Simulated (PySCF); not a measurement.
# NMR data sheet: C$_{5}$H$_{9}$N$_{3}$O

```yaml
Formula: C5H9N3O
SMILES: CCn1nncc1OC
Point_group_of_the_computed_structure: C1
Degrees_of_unsaturation: 3
Carbon_signals: 5
Proton_signals: 4
```

Atom-mapped SMILES (the numbers label the heavy atoms): `[CH3:1][CH2:2][n:3]1[n:4][n:5][cH:6][c:7]1[O:8][CH3:9]` (H(Xn): hydrogen on atom n).

Calculated, not measured (PySCF 2.14.0 with density-fitted response routines): PBE0/pcSseg-1 with gauge-including orbitals, GFN2-xTB structure. Relativity neglected, isolated molecule, rapidly exchanging positions averaged, one conformer.

Shifts are taken against calculated references (same method and geometry level): ¹H and ¹³C against TMS; ¹⁵N against NH3; H2O for ¹⁷O.

| carbon | δC, type | δH (multiplicity) | HMBC from (2–3 bonds) | span of the C tensor (ppm) |
| --- | --- | --- | --- | --- |
| C1 | 18.8, CH3 | 1.36 (t) | H(C2) | 35 |
| C2 | 42.7, CH2 | 4.29 (q) | H(C1) | 51 |
| C6 | 114.4, CH | 6.98 (s) | – | 127 |
| C7 | 161.1, C | – | H(C6), H(C2), H(C9) | 113 |
| C9 | 59.1, CH3 | 4.06 (s) | – | 85 |

Other nuclei:
```
atoms  nucleus                         environment  δ (ppm)  σ (ppm)
   N5      ¹⁵N  pyridine-type nitrogen of an azole    385.9   -118.2
   N4      ¹⁵N  pyridine-type nitrogen of an azole    383.2   -115.4
   N3      ¹⁵N          pyrrole-type ring nitrogen    254.7     13.1
   O8      ¹⁷O                        ether oxygen     77.1    259.0
```

1. Carbon types of the structure: 1 × C, 1 × CH, 1 × CH2, 2 × CH3, which accounts for all hydrogens.
2. δC 161.1: aromatic carbon bearing oxygen; σ withdrawal by the attached heteroatom moves it downfield of the ring CH carbons.
3. δC 114.4: aromatic CH next to a ring nitrogen; π donation from the O or N substituent raises the electron density at positions ortho and para to it.
4. δC 59.1: methyl carbon bonded to O; the inductive effect lowers its shielding.
5. δC 18.8: methyl carbon; saturated and bonded to C and H only.
6. δH 6.98: hydrogen on an aromatic CH next to a ring nitrogen; ortho or para to a lone-pair donor, hence upfield of benzene.

Shifts are as computed. Against solution values, carbons near 30 ppm lie about +3 ppm off and those near 130 ppm about +5 ppm. Of 1211 compounds with measured shifts, 218 miss one by over three times the rms of a fit or turn the order of signals round; such compounds aren't used in these exercises. Experimental scales use liquid or dissolved standards, which lie at an offset from isolated NH3 (liquid NH3: subtract about 20 ppm) and H2O (liquid H2O: subtract about 36 ppm). Unscaled 15N shifts of sp2 nitrogen come out 20 to 40 ppm too high even then. Multiplicities follow the n + 1 count of equivalent neighbours, as no J values were calculated; m marks all less simple cases, F and P coupling included.
